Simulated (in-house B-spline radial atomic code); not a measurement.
A fraction x of an electron is removed from 3p in neutral silicon, starting from [Ne] 3s2 3p2 and keeping the highest spin. All numbers are computed (non-relativistic LDA VWN5, spin-polarised, spherical fractional occupations; point nucleus) with an all-electron radial atomic-structure program (B-spline basis), not measured.

```
   x  E(x) - E(0) (eV)  3p up level (eV)
   0            0.0000            -4.632
0.12            0.6052            -5.459
0.17            0.8869            -5.811
0.27            1.5036            -6.525
0.43            2.6409            -7.698
 0.5            3.1981            -8.222
0.53            3.4482            -8.449
0.73            5.2911            -9.989
0.81            6.1154           -10.618
0.97            7.9163           -11.898
   1            8.2769           -12.141
```

The exact functional would give a straight line between the two integer points. Deviations E(x) - E(0) - x[E(1) - E(0)], in eV: -0.388 at x = 0.12, -0.52 at x = 0.17, -0.731 at x = 0.27, -0.918 at x = 0.43, -0.94 at x = 0.5, -0.939 at x = 0.53, -0.751 at x = 0.73, -0.589 at x = 0.81, -0.112 at x = 0.97.

The curve lies below the straight line by up to 0.94 eV (at x = 0.5): convex, the delocalisation error that favours fractional charges.

Problem. How well does Slater's transition state (minus the level at half occupation) give the ionisation energy?

Solution. It gives 8.222 eV against 8.277 eV from the two total energies; NIST lists 8.15 eV, ground level to ground level.
